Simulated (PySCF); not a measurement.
Input for PySCF: D3(BJ) and D4 dispersion corrections on H3NSSn (SMILES [NH2][Sn][SH]), a point of a torsion scan.

```python
from pyscf import gto
from pyscf.dispersion import dftd3, dftd4

mol = gto.M(
    atom='''
    N    -1.29792454    0.02361048    0.15699532
    Sn    0.23728464   -0.88712400    1.13822115
    S     1.95568566   -0.30278198   -0.53801838
    H    -2.24845184    0.12923427    0.48331927
    H    -1.21895431    0.53096778   -0.71458802
    H     2.30011085   -1.54950754   -0.83222520
    ''',
    basis='def2-svp',
    charge=0, spin=0, verbose=0, max_memory=1800)
d3, d4 = {}, {}
for xc in ['hf', 'pbe', 'blyp', 'revpbe', 'tpss', 'r2scan', 'b3lyp', 'pbe0', 'bhlyp', 'camb3lyp', 'b2plyp']:
    d3[xc] = float(dftd3.DFTD3Dispersion(mol, xc=xc, version='d3bj', atm=False).get_dispersion()['energy'])
    print(f'D3(BJ) {xc:10s} {d3[xc]:14.8f} Eh')
for xc in ['hf', 'pbe', 'blyp', 'revpbe', 'tpss', 'r2scan', 'b3lyp', 'pbe0', 'bhlyp', 'camb3lyp', 'b2plyp']:
    d4[xc] = float(dftd4.DFTD4Dispersion(mol, xc={'camb3lyp': 'cam-b3lyp'}.get(xc, xc), atm=True).get_dispersion()['energy'])
    print(f'D4     {xc:10s} {d4[xc]:14.8f} Eh')
```

It printed:

```
D3(BJ) hf            -0.04274618 Eh
D3(BJ) pbe           -0.00498215 Eh
D3(BJ) blyp          -0.01173223 Eh
D3(BJ) revpbe        -0.01175401 Eh
D3(BJ) tpss          -0.00659082 Eh
D3(BJ) r2scan        -0.00134434 Eh
D3(BJ) b3lyp         -0.00985656 Eh
D3(BJ) pbe0          -0.00462163 Eh
D3(BJ) bhlyp         -0.00886881 Eh
D3(BJ) camb3lyp      -0.00474715 Eh
D3(BJ) b2plyp        -0.00520822 Eh
D4     hf            -0.01689357 Eh
D4     pbe           -0.00516143 Eh
D4     blyp          -0.01111913 Eh
D4     revpbe        -0.01318873 Eh
D4     tpss          -0.00690161 Eh
D4     r2scan        -0.00110137 Eh
D4     b3lyp         -0.00853234 Eh
D4     pbe0          -0.00436923 Eh
D4     bhlyp         -0.00778155 Eh
D4     camb3lyp      -0.00454552 Eh
D4     b2plyp        -0.00353751 Eh
```

The run finished.

Cost: roughly 0.04 core-seconds.
